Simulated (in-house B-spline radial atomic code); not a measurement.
**RPA and G0W0 on CAM-B3LYP: Au II (Au+)**

Configuration [Xe] 4f14 5d10, mean-field start CAM-B3LYP. Computed with a B-spline radial code for spherical atoms: all electrons, scalar-relativistic (spin-free one-electron X2C), finite nucleus, each spin shell either full or empty, empty states to l = 9 with an (l + 1/2)⁻⁴ tail; G0W0 by contour deformation at full frequency.

Without the two-electron picture change, the correlation of inner shells comes somewhat too large for so heavy an element.

Command:
```bash
python run_gw.py task.json out
```
Settings (radii: box in bohr, nucleus in fm):
```
Z                        79
electrons                78
configuration            [Xe] 4f14 5d10
hamiltonian              x2c
method                   camb3lyp
lmax                     9
rms_radius               5.4371
spin_polarised           False
box_radius               23.78
intervals                70
```

Cost of the run: 10 s on 1 thread of Arm Neoverse N1 (shared host).

Energies (hartree):

| term | value |
| --- | --- |
| mean-field total | -19015.46561 |
| Hartree-Fock functional on these orbitals | -19008.65845 |
| direct second order | -7.8947 |
| second-order exchange | 1.9508 |
| SOSEX correction | 1.8338 |

**Question.** What is the RPA correlation energy, and what remains with SOSEX?

**Answer.** RPA gives -6.9093 hartree (-2.41 eV per electron); RPA + SOSEX gives -5.0755, and the second-order doubles -5.9439 hartree (no singles). SOSEX takes back 27 % of the RPA value.

Quasi-particle levels (eV):

```csv
level,occupied,mean field,Σx - vxc,Σc,QP weight,G0W0
5d,yes,-18.402,-3.02,?,?,?
6s,no,-10.726,3.19,-2.02,0.952,-9.557
```

G0W0 = mean field + (Σx - vxc) + Σc, with Σc (partial-wave tail included) taken at the quasi-particle energy. Only the outer levels were computed. Levels of low weight are left out.

**Question.** Where does G0W0 put 5d?

**Answer.** At -21.387 eV, with Σc = 0.04 eV and a quasi-particle weight of 0.903. The tabulated removal energy is 20.203 ± 0.025 eV (NIST, measured); the calculation leaves out spin-orbit coupling, Breit and QED terms, and what these don't explain is the method's own error.
